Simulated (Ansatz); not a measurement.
One change: `[Cl][Al]([Cl])[Br]` becomes `[Cl][AlH][Cl]`.

Ansatz, PBE0-D4/def2-TZVP geometries, multiplicity 1. 

Scalar relativity is left out up to krypton.

```tsv
property	`[Cl][Al]([Cl])[Br]`
HOMO–LUMO gap (PBE0/def2-TZVPP) / eV	7.60
HOMO–LUMO gap (B3LYP/def2-TZVPP) / eV	7.05
LUMO energy (B3LYP/def2-TZVPP) / eV	-1.62
HOMO energy (ωB97M-V/def2-TZVPP) / eV	-11.17
HOMO energy (B3LYP/def2-TZVPP) / eV	-8.67
size of the dipole moment (B3LYP/def2-TZVPP) / D	0.16
```

Task: What does the change do to each property? (An estimate is asked.)

Result: The calculation gave: 
```json
{"property": "HOMO–LUMO gap (PBE0/def2-TZVPP) / eV", "`[Cl][AlH][Cl]`": "7.89", "shift": "0.29"}
{"property": "HOMO–LUMO gap (B3LYP/def2-TZVPP) / eV", "`[Cl][AlH][Cl]`": "7.42", "shift": "0.37"}
{"property": "LUMO energy (B3LYP/def2-TZVPP) / eV", "`[Cl][AlH][Cl]`": "-1.63", "shift": "-0.01"}
{"property": "HOMO energy (ωB97M-V/def2-TZVPP) / eV", "`[Cl][AlH][Cl]`": "-11.53", "shift": "-0.36"}
{"property": "HOMO energy (B3LYP/def2-TZVPP) / eV", "`[Cl][AlH][Cl]`": "-9.06", "shift": "-0.39"}
{"property": "size of the dipole moment (B3LYP/def2-TZVPP) / D", "`[Cl][AlH][Cl]`": "1.00", "shift": "0.84"}
```

With PBE0 the HOMO falls by 0.36 eV and the LUMO falls by 0.07 eV, so the gap widens by about 0.29 eV. PBE moves the HOMO by -0.30 eV and ωB97M-V by -0.36 eV. Dipoles are sizes alone; their direction can turn.

B3LYP here is the variant with VWN-RPA as its local correlation; programs differ in this.

Spin–orbit coupling is left out; it splits and shifts lone-pair levels of the heavy atoms by tenths of an eV.
